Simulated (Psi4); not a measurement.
CH2Cl (SMILES [CH2-]Cl), charge -1, singlet, at a GFN2-xTB geometry (a gas-phase anion, which may not be bound at this level); PBE/def2-SV(P) in Psi4 1.11.

Input for Psi4:
```
memory 2 GB

molecule mol {
-1 1
C     0.003763    0.162179   -1.249589
Cl   -0.001562    0.000183    0.619069
H     0.884064   -0.491403   -1.511094
H    -0.880087   -0.484781   -1.515547
}

set {
  basis def2-sv(p)
  reference rks
}

energy('pbe')
print_variables()
```

The log (banner, timings and long lists left out):

```
   => Loading Basis Set <=

    Name: DEF2-SV(P)
    Role: ORBITAL
    Keyword: BASIS

         ---------------------------------------------------------
                                   SCF
               by Justin Turney, Rob Parrish, Andy Simmonett
                          and Daniel G. A. Smith
                              RKS Reference
         ---------------------------------------------------------

  ==> Geometry <==

    Molecular point group: c1
    Full point group: C1

    Geometry (in Angstrom), charge = -1, multiplicity = 1:

       Center              X                  Y                   Z               Mass
    ------------   -----------------  -----------------  -----------------  -----------------
         C            0.003874407229     0.142402855006    -1.323137569356    12.000000000000
         CL          -0.001450592771    -0.019593144994     0.545520430644    34.968852682000
         H            0.884175407229    -0.511179144994    -1.584642569356     1.007825032230
         H           -0.879975592771    -0.504557144994    -1.589095569356     1.007825032230

  Running in c1 symmetry.

  Rotational constants: A =      7.27739  B =      0.45234  C =      0.44260 [cm^-1]
  Rotational constants: A = 218170.75299  B =  13560.87682  C =  13268.84653 [MHz]
  Nuclear repulsion =   42.338466711468413

  Charge       = -1
  Multiplicity = 1
  Electrons    = 26
  Nalpha       = 13
  Nbeta        = 13

  ==> Algorithm <==

  SCF Algorithm Type is DF.
  DIIS enabled.
  MOM disabled.
  Fractional occupation disabled.
  Guess Type is SAD.
  Energy threshold   = 1.00e-06
  Density threshold  = 1.00e-06
  Integral threshold = 1.00e-12

  ==> Primary Basis <==

  Basis Set: DEF2-SV(P)
    Blend: DEF2-SV(P)
    Number of shells: 18
    Number of basis functions: 36
    Number of Cartesian functions: 38
    Spherical Harmonics?: true
    Max angular momentum: 2

  ==> DFT Potential <==

   => LibXC <=

    Version 7.1.2
    S. Lehtola, C. Steigemann, M. J. T. Oliveira, and M. A. L. Marques,  SoftwareX 7, 1–5 (2018) (10.1016/j.softx.2017.11.002)

   => Composite Functional: PBE <=

    PBE GGA Exchange-Correlation Functional

    J.P. Perdew et. al., Phys. Rev. Lett., 77(18), 3865-3868, 1996

    Deriv               =              1
    GGA                 =           TRUE
    Meta                =          FALSE

    Exchange Hybrid     =          FALSE
    MP2 Hybrid          =          FALSE

   => Exchange Functionals <=

    1.0000     XC_GGA_X_PBE

   => Correlation Functionals <=

    1.0000     XC_GGA_C_PBE

   => LibXC Density Thresholds  <==

    XC_GGA_C_PBE:  1.00E-12
    XC_GGA_X_PBE:  1.00E-15

   => Molecular Quadrature <=

    Radial Scheme          =       TREUTLER
    Pruning Scheme         =           NONE
    Nuclear Scheme         =       TREUTLER

    Blocking Scheme        =         OCTREE
    BS radius alpha        =              1
    Pruning alpha          =              1
    Radial Points          =             75
    Spherical Points       =            302
    Total Points           =          85820
    Total Blocks           =            689
    Max Points             =            256
    Max Functions          =             36
    Weights Tolerance      =       1.00E-15

   => Loading Basis Set <=

    Name: (DEF2-SV(P) AUX)
    Role: JKFIT
    Keyword: DF_BASIS_SCF

  ==> Integral Setup <==

  SCF_SUBTYPE=INCORE selected. In-core MEM_DF algorithm will be used.
  Using in-core AOs.

  ==> MemDFJK: Density-Fitted J/K Matrices <==

    J tasked:                   Yes
    K tasked:                    No
    wK tasked:                   No
    Algorithm:                 Core
    Schwarz Cutoff:           1E-12
    Mask sparsity (%):       0.1543
    Fitting Condition:        1E-10

   => Auxiliary Basis Set <=

  Basis Set: (DEF2-SV(P) AUX)
    Blend: DEF2-UNIVERSAL-JKFIT
    Number of shells: 75
    Number of basis functions: 239
    Number of Cartesian functions: 284
    Spherical Harmonics?: true
    Max angular momentum: 4

  Minimum eigenvalue in the overlap matrix is 1.5171952569E-02.
  Reciprocal condition number of the overlap matrix is 3.7563991443E-03.
    Using symmetric orthogonalization.

  ==> Pre-Iterations <==

  SCF Guess: Superposition of Atomic Densities via on-the-fly atomic UHF (no occupation information).

   -------------------------
    Irrep   Nso     Nmo
   -------------------------
     A         36      36
   -------------------------
    Total      36      36
   -------------------------

  ==> Iterations <==

                           Total Energy        Delta E     RMS |[F,P]|

   @DF-RKS iter SAD:  -498.65773612708068   -4.98658e+02   0.00000e+00
   @DF-RKS iter   1:  -498.67169501675511   -1.39589e-02   2.11559e-02 ADIIS/DIIS
   @DF-RKS iter   2:  -497.88309414110540    7.88601e-01   3.07538e-02 ADIIS/DIIS
   @DF-RKS iter   3:  -499.00157800308358   -1.11848e+00   2.70245e-03 ADIIS/DIIS
   @DF-RKS iter   4:  -499.00637348834516   -4.79549e-03   1.22352e-03 ADIIS/DIIS
   @DF-RKS iter   5:  -499.00743287371432   -1.05939e-03   2.13814e-04 ADIIS/DIIS
   @DF-RKS iter   6:  -499.00746756041195   -3.46867e-05   5.75563e-05 DIIS
   @DF-RKS iter   7:  -499.00747061984902   -3.05944e-06   1.67848e-05 DIIS
   @DF-RKS iter   8:  -499.00747083615192   -2.16303e-07   2.17530e-06 DIIS
   @DF-RKS iter   9:  -499.00747083943605   -3.28413e-09   3.06982e-07 DIIS
  Energy and wave function converged.

  ==> Post-Iterations <==

   Electrons on quadrature grid:
      Ntotal   =   25.9999977618 ; deviation = -2.238e-06

    Orbital Energies [Eh]
    ---------------------

    Doubly Occupied:

       1A   -100.360175     2A     -9.627935     3A     -8.894780
       4A     -6.724730     5A     -6.715571     6A     -6.715054
       7A     -0.483520     8A     -0.293204     9A     -0.096891
      10A     -0.084036    11A     -0.024599    12A      0.005856
      13A      0.123452

    Virtual:

      14A      0.251031    15A      0.294816    16A      0.328563
      17A      0.646670    18A      0.659035    19A      0.710418
      20A      0.735395    21A      0.850123    22A      0.880902
      23A      0.905023    24A      0.982506    25A      0.983527
      26A      0.987730    27A      1.009890    28A      1.044309
      29A      1.112848    30A      1.136675    31A      1.435277
      32A      1.941133    33A      1.965138    34A      2.037092
      35A      2.337427    36A      2.341493

    Final Occupation by Irrep:
              A
    DOCC [    13 ]
    NA   [    13 ]
    NB   [    13 ]

  @DF-RKS Final Energy:  -499.00747083943605

   => Energetics <=

    Nuclear Repulsion Energy =             42.3384667114684135
    One-Electron Energy =                -778.5653423877062096
    Two-Electron Energy =                 271.5801259634065445
    DFT Exchange-Correlation Energy =     -34.3607211266047869
    Empirical Dispersion Energy =           0.0000000000000000
    VV10 Nonlocal Energy =                  0.0000000000000000
    Total Energy =                       -499.0074708394360528

Computation Completed

Properties will be evaluated at   0.000000,   0.000000,   0.000000 [a0]

Properties computed using the SCF density matrix

 Multipole Moments:

 ------------------------------------------------------------------------------------
     Multipole            Electronic (a.u.)      Nuclear  (a.u.)        Total (a.u.)
 ------------------------------------------------------------------------------------

 L = 1.  Multiply by 2.5417464519 to convert [e a0] to [Debye]
 Dipole X            :         -0.0110382            0.0052651           -0.0057731
 Dipole Y            :          0.2745798           -0.9342856           -0.6597058
 Dipole Z            :          4.7804667           -3.4746701            1.3057966
 Magnitude           :                                                    1.4629934

 ------------------------------------------------------------------------------------

  Variable Map:
  ----------------------------------------------------------------------------
  "CURRENT ENERGY"              =>    -499.007470839436
  "CURRENT REFERENCE ENERGY"    =>    -499.007470839436
  "DD SOLVATION ENERGY"         =>       0.000000000000
  "DFT FUNCTIONAL TOTAL ENERGY" =>    -499.007470839436
  "DFT TOTAL ENERGY"            =>    -499.007470839436
  "DFT VV10 ENERGY"             =>       0.000000000000
  "DFT XC ENERGY"               =>     -34.360721126605
  "GRID ELECTRONS ALPHA"        =>      12.999998880913
  "GRID ELECTRONS BETA"         =>      12.999998880913
  "GRID ELECTRONS TOTAL"        =>      25.999997761826
  "NUCLEAR REPULSION ENERGY"    =>      42.338466711468
  "ONE-ELECTRON ENERGY"         =>    -778.565342387706
  "PCM POLARIZATION ENERGY"     =>       0.000000000000
  "PE ENERGY"                   =>       0.000000000000
  "SCF ITERATION ENERGY"        =>    -499.007470839436
  "SCF ITERATIONS"              =>       9.000000000000
  "SCF TOTAL ENERGY"            =>    -499.007470839436
  "TWO-ELECTRON ENERGY"         =>     271.580125963407
  "XC GRID RADIAL POINTS"       =>      75.000000000000
  "XC GRID SPHERICAL POINTS"    =>     302.000000000000
  "XC GRID TOTAL POINTS"        =>   85820.000000000000

  Array Variable Map:
  ----------------------------------------------------------------------------
  "CURRENT DIPOLE"              =>      -0.005773089755 ... 1.305796595839 1 by 3
  "SCF DIPOLE"                  =>      -0.005773089755 ... 1.305796595839 1 by 3
  "SCF TOTAL ENERGIES"          =>    -498.657736127081 ... -499.007470839436 1 by 10
```
